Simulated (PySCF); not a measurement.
Molecule: `FB(F)[C@@H]1CS1`, C₂H₃BF₂S.

Geometry:
| atom | x (Å) | y (Å) | z (Å) |
| --- | --- | --- | --- |
| F1 | 1.884 | 1.462 | -0.931 |
| B2 | 1.172 | 0.391 | -0.635 |
| F3 | 1.565 | -0.763 | -1.143 |
| C4 | -0.085 | 0.492 | 0.271 |
| C5 | -0.868 | -0.731 | 0.561 |
| S6 | -1.551 | 0.221 | -0.809 |
| H7 | -0.191 | 1.346 | 0.948 |
| H8 | -0.435 | -1.699 | 0.290 |
| H9 | -1.477 | -0.735 | 1.471 |

Geometry PBE0-D3(BJ)/def2-SVP throughout; GIAO in PySCF, gas phase, one conformer, non-relativistic; equivalent atoms averaged; basis pcSseg-2.

For orientation, wB97X-D gives these shifts δ (against CFCl3, BF3·OEt2, TMS, CS2 at the same level): F1/F3 -91.7, B2 24.4, C5 26.2, C4 15.2, S6 -203.0, H8 2.61, H9 2.58, H7 2.03 ppm.

A run gave: F1/F3 -69.6, B2 25.2, C5 20.8, C4 9.0, S6 -269.4, H8 2.49, H9 2.47, H7 1.82 ppm (shifts δ (against CFCl3, BF3·OEt2, TMS, CS2 at the same level)).

**Question.** Which functional was used in that run?
A. B97-D
B. B3LYP
C. HF
D. BLYP
E. BHandHLYP

**Answer.** C. S6 tells them apart best: HF gives -269.4, BHandHLYP gives -221.0, B3LYP gives -181.9, B97-D gives -168.2, BLYP gives -153.8 ppm.
